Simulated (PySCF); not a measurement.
FIn, charge +1, doublet, geometry from GFN2-xTB (such geometries of metal compounds can be far from the true shape) (a state made from the parent by changing its charge; the spin is typed, not shown lowest) (all electrons, no relativity); PW6B95/STO-3G (PySCF).

PySCF was given this input:
```python
from pyscf import gto, scf, dft

mol = gto.Mole()
mol.atom = '''
    In   -0.000000   -0.000000   -0.354956
    F     0.000000    0.000000    1.932536
'''
mol.basis = 'sto-3g'
mol.charge = 1
mol.spin = 1
mol.verbose = 4
mol.build()

mf = dft.UKS(mol)
mf.xc = 'pw6b95'
mf.kernel()
```

Problem. Predict the main parts of the log of this PySCF run.

Solution. 
```
PySCF version 2.14.0

[INPUT] verbose = 4
[INPUT] num. atoms = 2
[INPUT] num. electrons = 57
[INPUT] charge = 1
[INPUT] spin (= nelec alpha-beta = 2S) = 1
[INPUT] symmetry False subgroup None
[INPUT] Mole.unit = angstrom
[INPUT] Symbol           X                Y                Z      unit          X                Y                Z       unit  Magmom
[INPUT]  1 In     0.000000000000   0.000000000000  -0.354956000000 AA    0.000000000000   0.000000000000  -0.670769626271 Bohr   0.0
[INPUT]  2 F      0.000000000000   0.000000000000   1.932536000000 AA    0.000000000000   0.000000000000   3.651963765862 Bohr   0.0

nuclear repulsion = 102.018783023381
number of shells = 14
number of NR pGTOs = 96
number of NR cGTOs = 32
basis = sto-3g
ecp = {}

******** <class 'pyscf.dft.uks.UKS'> ********
method = UKS
initial guess = minao
damping factor = 0
level_shift factor = 0
DIIS = <class 'pyscf.scf.diis.CDIIS'>
diis_start_cycle = 1
diis_space = 8
diis_damp = 0
SCF conv_tol = 1e-09
SCF conv_tol_grad = None
SCF max_cycles = 50
direct_scf = True
direct_scf_tol = 1e-13
number electrons alpha = 29  beta = 28
XC library pyscf.dft.libxc version 7.1.2
    S. Lehtola, C. Steigemann, M. J. T. Oliveira, and M. A. L. Marques,  SoftwareX 7, 1–5 (2018)
XC functionals = pw6b95
    Y. Zhao and D. G. Truhlar,  J. Phys. Chem. A 109, 5656 (2005)
radial grids:
    Treutler-Ahlrichs [JCP 102, 346 (1995); DOI:10.1063/1.469408] (M4) radial grids

becke partition: Becke, JCP 88, 2547 (1988); DOI:10.1063/1.454033
pruning grids: <function nwchem_prune>
grids dens level: 3
symmetrized grids: False
atomic radii adjust function: <function treutler_atomic_radii_adjust>
small_rho_cutoff = 0
Set gradient conv threshold to 3.16228e-05
tot grids = 36136
init E= -5770.0358238023

cycle= 1 E= -5784.92897070514  delta_E= -14.9  |g|= 0.282  |ddm|=  1.3

cycle= 2 E= -5779.59430764033  delta_E= 5.33  |g|= 2.65  |ddm|= 2.96
cycle= 3 E= -5784.94166155388  delta_E= -5.35  |g|= 0.31  |ddm|= 2.58
cycle= 4 E= -5785.01671963252  delta_E= -0.0751  |g|= 0.0705  |ddm|= 0.348
cycle= 5 E= -5785.02278792147  delta_E= -0.00607  |g|= 0.00954  |ddm|= 0.166
cycle= 6 E= -5785.0230484336  delta_E= -0.000261  |g|= 0.00784  |ddm|= 0.052
cycle= 7 E= -5785.02319318942  delta_E= -0.000145  |g|= 0.00209  |ddm|= 0.0417
cycle= 8 E= -5785.02320092779  delta_E= -7.74e-06  |g|= 0.000119  |ddm|= 0.00883
cycle= 9 E= -5785.02320100699  delta_E= -7.92e-08  |g|= 1.81e-05  |ddm|= 0.00134
cycle= 10 E= -5785.02320100753  delta_E= -5.46e-10  |g|= 6.62e-06  |ddm|= 7.29e-05
Extra cycle  E= -5785.02320100739  delta_E= 1.44e-10  |g|= 1.25e-05  |ddm|= 4.25e-05
converged SCF energy = -5785.02320100739  <S^2> = 0.7786726  2S+1 = 2.02847
```
